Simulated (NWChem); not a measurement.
Species: SrF2; SMILES [F][Sr][F]

Results from NWChem. Medium grid unless said otherwise, to which SCAN and Minnesota functionals are sensitive. Coordinates come from a PBE0/def2-SVP optimisation. No frequency run checked for a minimum. def2 effective core potentials on Sr; no spin-orbit coupling. Hybrids' shares of exact exchange are those that their runs print; pure functionals count as 0. The functionals differ in more than this share.

```
row                    share of exact exchange  highest occupied level (eV)
---------------------  -----------------------  ---------------------------
PBE/def2-SVP                              0.00                        -6.30
HCTH/407/def2-SVP                         0.00                        -6.58
TPSSh/def2-SVP                            0.10                     withheld
B3LYP/def2-SVP                            0.20                        -7.83
r2SCAN0/def2-SVP                          0.25                        -8.38
Hartree-Fock/def2-SVP                     1.00                       -13.08
```

Task: Fit a straight line of the last column on the one before it, predict the withheld value, and compare with the run.

Result: 
1. Means of the 5 shown rows: x = 0.290, y = -8.434. Slope Σ(x − x̄)(y − ȳ)/Σ(x − x̄)² = -4.512/0.6820 = -6.615; intercept -6.516.
2. The shown rows scatter about the line by 0.140 (root mean square); the largest residual is +0.22, at PBE/def2-SVP.
3. At x = 0.10 (TPSSh/def2-SVP; inside the shown range) the line gives -7.18.
4. The run gives -7.08, +0.10 from the line, 0.7 times the scatter.
